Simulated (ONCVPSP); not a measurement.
**terbium (Tb): excitation energies, all-electron against ONCV**

Tb, optimised norm-conserving Vanderbilt (ONCV), made with ONCVPSP 4.0.1 (LDA (Perdew-Wang 92), scalar-relativistic). Core [Xe] 4f8, reference 5d1 6s2. Waves: 6s: rc 3.60 bohr, ncon 5, nbas 9, qcut 1.8 1/bohr, 2 projectors, debl 2.8 Ha; p scattering state at 0.34 Ha: rc 3.35 bohr, ncon 4, nbas 8, qcut 2 1/bohr, 1 projector; 5d: rc 3.10 bohr, ncon 3, nbas 7, qcut 4.3 1/bohr, 2 projectors, debl 2.1 Ha. Local part: polynomial inside 2.30 bohr (lpopt 3, dvloc0 0 Ha). Core correction: polynomial model core, fcfact 0.3.

In the p channel the program set the typed energies aside and used 0.050 Ha.

Energies are relative to the spin-unpolarised reference configuration 5d1 6s2; without spin polarisation the order of configurations can differ from experiment.

```
valence configuration  charge  ΔE all-electron (eV)  error AE − PS (meV)
              5d1 6s0      +2                19.486                  -58
            5d1 6s1.5    +0.5                 2.806                 -1.4
              5d2 6s0      +1                 8.275                  -22
```

(1) What are ΔE and the potential's error for 5d1 6s1?

Levels in the configuration 5d2 6s0:

```json
{"level": "5d", "all-electron (eV)": "-7.301", "pseudo (eV)": "-7.271"}
```

Note: no bound ghost flagged but for a GHOST(-) flag that falls on a real empty level of the atom; GHOST(+) flagged for p at 8.3 eV, s at 51.4 eV.

Answers

(1) ΔE = 6.948 eV all-electron; the error (AE − PS) is -6.5 meV.
